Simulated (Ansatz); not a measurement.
Be7O7, relaxed as a singlet with RKS PBE0-D4/def2-SVP in Ansatz, starting from the GFN1-xTB geometry. Force threshold 0.02 eV/Å.

The structure comes from a short search, and lower isomers may exist.

Start:

```csv
atom,x (Å),y (Å),z (Å)
Be1,1.590,0.068,1.872
Be2,0.766,-1.584,0.350
Be3,1.047,0.880,-0.471
Be4,-1.542,-0.759,0.844
Be5,-1.017,1.143,-1.921
Be6,-0.407,1.550,0.720
Be7,-0.407,-1.098,-1.357
O8,-1.205,-0.216,-2.269
O9,1.069,-0.576,-0.899
O10,-0.828,-1.794,0.061
O11,1.483,-1.325,1.640
O12,-1.480,0.611,1.191
O13,-0.221,1.833,-0.879
O14,1.151,1.266,1.119
```

| step | energy (eV) | largest force component (eV/Å) | SCF passes |
| --- | --- | --- | --- |
| 1 | -17127.4310 | 1.220 | 16 |
| 2 | -17127.7816 | 0.529 | 20 |
| 3 (rejected) | -17127.6899 | 0.497 | 25 |
| 4 | -17127.8522 | 0.164 | 20 |
| 5 | -17127.8595 | 0.028 | 19 |
| 6 | -17127.8597 | 0.007 | 15 |

Force components are those of the run's own axes.

End:

```xyz
14

Be    1.4803    0.0667    1.8046
Be    0.7992   -1.5624    0.3780
Be    1.0994    0.8839   -0.5051
Be   -1.4566   -0.7495    0.7886
Be   -1.0013    1.0908   -1.8054
Be   -0.4236    1.5496    0.7307
Be   -0.4141   -1.0617   -1.3872
O    -1.3218   -0.2263   -2.2483
O     1.0846   -0.6056   -0.9173
O    -0.7678   -1.8235    0.0106
O     1.4161   -1.3562    1.7346
O    -1.5058    0.6235    1.2119
O    -0.1542    1.8577   -0.8579
O     1.1657    1.3130    1.0622
```

By distances, no bond broke or formed. The bond that changes most is Be3–O9, from 1.52 to 1.55 Å (atoms count from 1).

No frequencies were taken in this run, so the end may be a saddle point.

Run time 21 s (4 threads of Arm Neoverse V2 on a shared host).
